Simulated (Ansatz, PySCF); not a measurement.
Cl₂Te, triplet, geometry from GFN2-xTB (a higher spin typed on purpose: for a closed-shell molecule this is an excited state) (core potentials on Te). Base run: CAMB3LYP/def2-SVP (PySCF).

Input for PySCF:
```python
from pyscf import gto, scf, dft

mol = gto.M(
    atom='''
Te   -0.068246   -0.051895    0.739223
Cl    1.149156    1.355091   -1.200721
Cl   -0.940405   -1.196353   -1.060433
''',
    basis='def2-svp',
    ecp={'Te': 'def2-svp'},
    charge=0,
    spin=2,
    verbose=4,
)

mf = dft.UKS(mol)
mf.xc = 'camb3lyp'
mf.kernel()
```

The same geometry, method and basis name were run in Ansatz (an electronic-structure program) and PySCF, at each program's defaults and at the settings that a row names. The base is PySCF at its defaults. Differences at the defaults can come from grids, fitting, cores and function types together.

```tsv
code and settings	ΔE vs base (mEh)	basis functions	E (Eh)	SCF cycles	dipole (D)
PySCF, defaults (exact integrals, its default grid, spherical functions)	0.000	62	-1188.10988	16	3.90
Ansatz, defaults (factorised integrals, its default grid, spherical functions)	-0.002	62	-1188.10988	-	-
PySCF, density fitting with def2-universal-jkfit	-0.028	62	-1188.10991	16	3.90
PySCF, fine grid	-0.001	62	-1188.10988	16	3.90
Ansatz, high accuracy	-0.003	62	-1188.10988	-	-
```

Open shells are given as the SCF converged; they aren't shown to be the lowest states, and a large step between rows can be another state.
